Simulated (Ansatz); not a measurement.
`[Cl][GeH]([Cl])[Br]` + H–F → `[F][GeH]([Cl])[Br]` + HCl at 500 K and 1 bar (ligand exchange at a Ge–Cl bond).

Isolated molecules relaxed with PBE0-D4/def2-TZVP in Ansatz; ΔE leaves out vibrations. CCSD(T)/CBS adds triple-zeta CCSD(T) − MP2 to the extrapolated MP2 energy (def2 sets, frozen cores). This one scheme is used for every species. For Br, Ge outer-core shells are correlated without core-valence functions, which leaves a few kJ/mol of doubt a bond. Scalar relativity is left out up to krypton.

```
              species  CCSD(T)/CBS energy (Eh)  H − E (kJ/mol)  S (J/(mol·K))
`[Cl][GeH]([Cl])[Br]`              -5569.71077            67.3          395.9
                  H–F               -100.39570            39.4          188.7
 `[F][GeH]([Cl])[Br]`              -5209.72032            68.4          383.2
                  HCl               -460.38127            32.5          201.9
```

H − E and S are ideal-gas, rigid-rotor, harmonic terms from PBE0-D4/def2-TZVP, for one conformer and one mirror image of each species. 1 Eh = 2625.50 kJ/mol, R = 8.31446 J/(mol·K).

Question: By hand: ΔE, ΔH, ΔS and ΔG.

Answer: ΔE = (-5209.72032) + (-460.38127) − (-5569.71077) − (-100.39570) = 0.00488 Eh = 12.8 kJ/mol. Δ(H − E) = 68.4 + 32.5 − 67.3 − 39.4 = -5.8, so ΔH = 7.0 kJ/mol. ΔS = 383.2 + 201.9 − 395.9 − 188.7 = 0.5 J/(mol·K). ΔG = 7.0 − 500 × (0.5)/1000 = 6.8 kJ/mol.

Question: By hand: the equilibrium constant, and the temperature at which ΔG would vanish if ΔH and ΔS stayed fixed.

Answer: log₁₀ K = −ΔG/(RT ln 10) = -0.7. ΔG = 0 at ΔH/ΔS = 14000 K, far beyond where these terms or the molecules hold.

The number of gas molecules stays the same, so ΔS is small and ΔH decides. A doubt of 5 kJ/mol in ΔE shifts log₁₀ K by 0.5 here. Other conformers and mirror images would add mixing entropy, several J/(mol·K) or more a flexible species. These are equilibria of isolated gas molecules and say nothing of rates. Largest T1 diagnostic: 0.010 (customary marks: 0.02 for closed shells, 0.045 for open ones).
